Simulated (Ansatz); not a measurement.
`c1csc(-c2cnc(-c3cnc(-c4cnc(-c5cnc(-c6cncs6)s5)s4)s3)s2)n1` with charge -1. Charge -1, multiplicity 2. Geometry r2SCAN-D4/def2-SVP, that of the neutral singlet; atoms count from 1.

```xyz
38

C    -2.230    5.914    7.751
C    -3.446    5.714    7.135
S    -3.241    4.701    5.758
C    -1.519    4.618    6.114
C    -0.594    3.866    5.304
C     0.777    3.745    5.507
N     1.450    2.987    4.619
C     0.648    2.491    3.698
C     1.101    1.647    2.627
C     2.412    1.234    2.402
N     2.614    0.440    1.334
C     1.491    0.200    0.687
C     1.417   -0.619   -0.491
C     2.481   -1.265   -1.114
N     2.180   -1.985   -2.214
C     0.894   -1.934   -2.494
C     0.281   -2.603   -3.605
C    -1.048   -2.637   -4.016
N    -1.316   -3.366   -5.118
C    -0.221   -3.920   -5.602
C    -0.217   -4.755   -6.778
C    -1.316   -5.093   -7.557
N    -1.062   -5.898   -8.621
C     0.205   -6.195   -8.692
S     1.202   -5.503   -7.442
S     1.238   -3.561   -4.696
S    -0.047   -0.956   -1.367
S     0.075    0.975    1.396
S    -1.040    2.956    3.894
N    -1.161    5.301    7.178
H    -2.088    6.521    8.649
H    -4.425    6.101    7.414
H     1.291    4.233    6.338
H     3.239    1.532    3.050
H     3.507   -1.201   -0.744
H    -1.857   -2.114   -3.499
H    -2.327   -4.743   -7.342
H     0.653   -6.829   -9.462
```

Single mean-field runs in def2-TZVP are fitted with def2-universal-jkfit.

**Question.** Estimate the Mulliken populations of the heavy atoms from the PBE0/def2-TZVP orbitals of Ansatz.

**Answer.** 
```tsv
atom	charge (e)	spin (α − β)
C1	-0.10	-0.02
C2	-0.21	0.05
S3	0.00	0.02
C4	0.07	-0.01
C5	0.08	0.07
C6	-0.13	-0.03
N7	-0.22	0.03
C8	0.13	0.03
C9	0.00	0.05
C10	-0.14	0.01
N11	-0.22	0.01
C12	0.15	0.10
C13	-0.01	0.01
C14	-0.15	0.05
N15	-0.22	-0.03
C16	0.19	0.14
C17	-0.08	-0.04
C18	-0.15	0.10
N19	-0.21	-0.06
C20	0.20	0.13
C21	-0.07	-0.05
C22	-0.18	0.10
N23	-0.20	-0.04
C24	-0.11	0.09
S25	0.00	0.02
S26	-0.01	0.05
S27	-0.07	0.06
S28	-0.06	0.06
S29	-0.05	0.05
N30	-0.24	0.04
```
Mulliken values depend strongly on the basis.

**Question.** Where does the spin sit?

**Answer.** Summed by element: C 0.79, S 0.27, N -0.04, H -0.02, of 1 unpaired in all. Largest on single atoms: C16 0.14, C20 0.13, C18 0.10.

**Question.** And the Mayer bond orders between heavy atoms (over 0.3)?

**Answer.** C1–C2 1.66 (1.38 Å); C1–N30 1.35 (1.36 Å); C2–S3 1.21 (1.72 Å); S3–C4 1.27 (1.76 Å); C4–C5 1.03 (1.44 Å); C4–N30 1.61 (1.31 Å); C5–C6 1.48 (1.39 Å); C5–S29 1.17 (1.74 Å); C6–N7 1.43 (1.35 Å); N7–C8 1.51 (1.32 Å); C8–C9 1.08 (1.44 Å); C8–S29 1.25 (1.76 Å); C9–C10 1.44 (1.39 Å); C9–S28 1.19 (1.74 Å); C10–N11 1.46 (1.35 Å); N11–C12 1.49 (1.32 Å); C12–C13 1.10 (1.44 Å); C12–S28 1.23 (1.76 Å); C13–C14 1.44 (1.39 Å); C13–S27 1.19 (1.74 Å); C14–N15 1.45 (1.35 Å); N15–C16 1.50 (1.32 Å); C16–C17 1.07 (1.43 Å); C16–S27 1.21 (1.76 Å); C17–C18 1.44 (1.39 Å); C17–S26 1.23 (1.74 Å); C18–N19 1.44 (1.35 Å); N19–C20 1.50 (1.32 Å); C20–C21 1.03 (1.44 Å); C20–S26 1.24 (1.76 Å); C21–C22 1.54 (1.39 Å); C21–S25 1.22 (1.74 Å); C22–N23 1.36 (1.36 Å); N23–C24 1.67 (1.30 Å); C24–S25 1.27 (1.74 Å).
